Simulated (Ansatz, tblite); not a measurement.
Cost and result up the ladder for GeO₂ (3 atoms). Charge 0, multiplicity 1. Geometry: PBE0-D4/def2-TZVP.

| atom | x (Å) | y (Å) | z (Å) |
| --- | --- | --- | --- |
| Ge1 | 0.000 | 0.000 | 0.001 |
| O2 | 1.603 | 0.170 | 0.043 |
| O3 | -1.603 | -0.170 | -0.044 |

Ansatz on 4 threads of Arm Neoverse V2 on a shared host; xTB runs through tblite on one thread. Times are rough, summed over both states, and most runs start from the orbitals of an earlier one. No level here is sound enough to serve as a yardstick. The other state is a doublet.

The xTB rows come from tblite. Correlated methods freeze 11 core orbitals; core or outer-core shells of Ge are correlated, in sets that lack core-valence functions. In CCSD on the charge 1 doublet the largest single amplitude is 0.29, so its Hartree–Fock determinant may place the open shell otherwise than the density functionals do. The structure comes from a short search, and lower isomers may exist.

Run but left out: HF/def2-TZVPP, MP2/def2-TZVPP (charge +1 doublet: ⟨S²⟩ 1.22, where a pure state has 0.75).

Correlated methods converge slowly with the basis.

Raw xTB energies of ions are shifted by several eV.

```
                         level  functions  vertical IE (eV)                                                                                                remarks
            CCSD(T)/def2-TZVPP        110             11.86  large T1 (0.024) (singlet), large T1 (0.060) (+1 doublet), spin-contaminated (⟨S²⟩ 1.22) (+1 doublet)
                      GFN1-xTB         17             19.52                                                                                                      –
PBE-D4/def2-TZVP (with forces)        110             11.62                                                                                                      –
                      GFN2-xTB         17             18.63                                                                                                      –
```

Task: Estimate how long each takes.

Result: GFN2-xTB 0.002 s; GFN1-xTB 0.004 s; PBE-D4/def2-TZVP (with forces) 3 s; CCSD(T)/def2-TZVPP 8.8 s. On shared hardware such times vary by a factor of up to 3.
